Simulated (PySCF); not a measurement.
**WH₃⁺: from structure and modes to constants**

Method: PySCF, UPBE0, basis W def2-TZVP with ECP60, H def2-TZVP (scalar-relativistic core potentials, no spin–orbit coupling, density fitting).

The triplet minimum has Cs symmetry. Masses (u): W 183.95093, H 1.00782.

```xyz
4
charge 1 multiplicity 3, angstrom
W     0.0000    0.0074   -0.0089
H     0.0000    0.7701    1.4854
H     1.2935   -1.0559    0.0649
H    -1.2935   -1.0559    0.0649
```

Harmonic wavenumbers (cm⁻¹): 379.2 (a', ×1), 531.8 (a', ×1), 591.7 (a'', ×1), 2058.1 (a', ×1), 2091.5 (a'', ×1), 2112.3 (a', ×1).

**Question.** Find the principal moments of inertia and the rotational constants. What kind of rotor is it?

**Answer.** About the centre of mass I = 4.8753, 5.1015, 6.9708 u Å². With B = 16.8576/I this gives 3.458, 3.304, 2.418 cm⁻¹. The molecule is an asymmetric top with κ = 0.71.

**Question.** Find the vibrational entropy and heat capacity at 298.15 K.

**Answer.** With u = 1.43878 ω/T, each mode gives S = R[u/(eᵘ−1) − ln(1−e⁻ᵘ)] and C = R u² eᵘ/(eᵘ−1)².
```csv
ω (cm⁻¹),u,S (J/(mol K)),C (J/(mol K))
379.2,1.830,4.36,6.34
531.8,2.567,2.44,4.94
591.7,2.856,1.94,4.39
2058.1,9.932,0.00,0.04
2091.5,10.093,0.00,0.04
2112.3,10.194,0.00,0.03
```
The sums over all modes are S = 8.8 and C = 15.8 J/(mol K); the softest mode gives 50 % of the entropy.

**Question.** Give the standard entropy (298.15 K, 1 bar) by its translational, rotational, vibrational and spin parts, and Cp.

**Answer.** Sackur–Tetrode with M = 186.97 u gives 174.1; rotation with symmetry number 1 gives 70.0; vibration 8.8; spin R ln 3 = 9.1. The total is 261.9 J/(mol K), and Cp = 4 R + 15.8 = 49.0 J/(mol K).

Other isomers or separated fragments may lie lower. Other spin states or occupations of the open shell can lie lower. Spin–orbit coupling, left out here, can matter for elements this heavy.
